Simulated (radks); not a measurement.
Results of a calculation; reference values are marked as such.
How relativity changes the ionisation of the indium ion In+ ([Kr] 4d10 5s2) to In2+ ([Kr] 4d10 5s1). Spin-unpolarised spherical Kohn-Sham, PBE, point nucleus unless stated (finite: rms radius 4.6156 fm), a radial shooting solver on a logarithmic mesh with Libxc functionals. A level marked "c x" has the speed of light scaled by that factor.

| level | E(In+) (hartree) | E(In2+) (hartree) | IE (eV) | HOMO | <r> HOMO (bohr) |
|---|---|---|---|---|---|
| non-rel. | -5741.88991 | -5741.21448 | 18.379 | 5s | 2.579 |
| scalar-rel. | -5881.43891 | -5880.73203 | 19.235 | 5s | 2.482 |
| scalar-rel., finite nucleus | -5881.29699 | -5880.59013 | 19.235 | 5s | 2.482 |
| Dirac | -5883.01701 | -5882.31012 | 19.236 | 5s1/2 | 2.482 |
| Dirac, finite nucleus | -5882.87470 | -5882.16783 | 19.235 | 5s1/2 | 2.483 |
| Dirac, c x 0.85 | -5942.42619 | -5941.70535 | 19.615 | 5s1/2 | 2.443 |
| Dirac, c x 1.25 | -5830.10043 | -5829.40560 | 18.907 | 5s1/2 | 2.518 |
| Dirac, c x 10 | -5743.21509 | -5742.53938 | 18.387 | 5s1/2 | 2.578 |

NIST Atomic Spectra Database: 18.870 eV (measured). The relativistic part of the total energy of In+ is -141 hartree (Dirac, finite nucleus), 2.5 % of the non-relativistic value. Spin polarisation and multiplet splitting of open shells are left out at every level.

Beside tabulated values, note that relativity, absent from the non-relativistic runs, is large for the heavy elements, and spin-unpolarised runs miss the spin-polarisation part of the exchange energy of open shells.
